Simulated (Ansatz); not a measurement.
Reaction (cleavage of the Si–Sb bond): `OC[SiH2][SbH2]` + H₂Se → `OC[SiH2][SeH]` + `[SbH3]`

Calculated with Ansatz (gas phase, PBE0-D4/def2-TZVP geometries, no zero-point term in ΔE). CCSD(T)/CBS adds triple-zeta CCSD(T) − MP2 to the extrapolated MP2 energy (def2 sets, frozen cores). DFT in def2-TZVPP. def2 core potentials past Kr. For Sb, Se outer-core shells are correlated without core-valence functions, which leaves a few kJ/mol of doubt a bond. Scalar relativity is left out up to krypton. One conformer a species, not always the lowest.

`OC[SiH2][SbH2]`:

```xyz
11

O    -0.981   -0.689   -1.438
C    -0.004    0.319   -1.262
Si    0.019    1.037    0.494
Sb    0.318   -0.828    2.249
H    -0.848   -1.361   -0.762
H     1.002   -0.034   -1.529
H    -0.252    1.120   -1.965
H    -1.256    1.743    0.794
H     1.148    1.997    0.648
H     1.636   -1.467    1.365
H    -0.781   -1.837    1.404
```

H₂Se:

Cartesian coordinates in Å:
```
Se 0.121 -0.668 -0.088
H 0.553 0.553 -0.776
H -0.674 0.115 0.864
```

`OC[SiH2][SeH]`:

Z-matrix (Å, degrees):
```
C
Si 1 1.886
O 1 1.414 2 109.1
H 1 1.100 2 108.7 3 -122.7
H 1 1.102 2 107.7 3 121.8
Se 2 2.279 1 113.5 3 64.5
H 2 1.487 1 107.6 3 -173.6
H 2 1.483 1 110.2 3 -53.0
H 3 0.960 1 109.0 2 -175.7
H 6 1.469 2 92.8 1 74.8
```

`[SbH3]`:

Z-matrix (Å, degrees):
```
Sb
H 1 1.707
H 1 1.707 2 91.4
H 1 1.707 2 91.4 3 91.4
```

```
         species  B2PLYP energy (Eh)
`OC[SiH2][SbH2]`          -646.90336
            H₂Se         -2402.36791
 `OC[SiH2][SeH]`         -2807.46736
        `[SbH3]`          -241.81381
```

**Question.** Work out ΔE.

**Answer.** ΔE = (-2807.46736) + (-241.81381) − (-646.90336) − (-2402.36791) = -0.00990 Eh = -0.27 eV. CCSD(T)/CBS gives -0.23 eV.

Largest T1 diagnostic among the species: 0.014.

In def2-TZVPP, CCSD(T) changes the Hartree–Fock value by +0.16 eV (the triples alone add +0.03 eV) and MP2 by +0.16 eV. From PBE to PBE0 (25 % exact exchange), in def2-TZVPP and without D4, ΔE moves by −0.05 eV.
